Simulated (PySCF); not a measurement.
**Fractional electron number in Ti (titanium, neutral)**

The 4s beta orbital of [Ar] 3d2 4s2 is emptied in steps (occupation f), with all orbitals relaxed, ending at [Ar] 3d2 4s1. All numbers are calculated (PySCF 2.14, no relativity, point nucleus, in aug-cc-pVDZ (7s6p4d2f, 59 functions)). The exact energy is a straight line in f; departures are measured from the line between the end points of the same method.

```json
{"f": "1", "BLYP (eV)": "0.000"}
{"f": "0.8", "BLYP (eV)": "-0.438"}
{"f": "0.6", "BLYP (eV)": "-0.663"}
{"f": "0.4", "BLYP (eV)": "-0.668"}
{"f": "0.2", "BLYP (eV)": "-0.447"}
{"f": "0", "BLYP (eV)": "0.000"}
```

```tsv
method	E(f=0) − E(f=1) (eV)	−ε at f=1 (eV)	−ε at f=0.4 (eV)
BLYP	6.749	4.035	7.284
```

Orbital energy along the path (eV):

| f | BLYP |
| --- | --- |
| 1 | -4.035 |
| 0.8 | -5.086 |
| 0.6 | -6.169 |
| 0.4 | -7.284 |
| 0.2 | -8.428 |
| 0 | -9.330 |

Reference removal energy between the ground levels: 6.828 eV (measured; NIST Atomic Spectra Database, ionization energies). The calculation has no spin-orbit coupling.
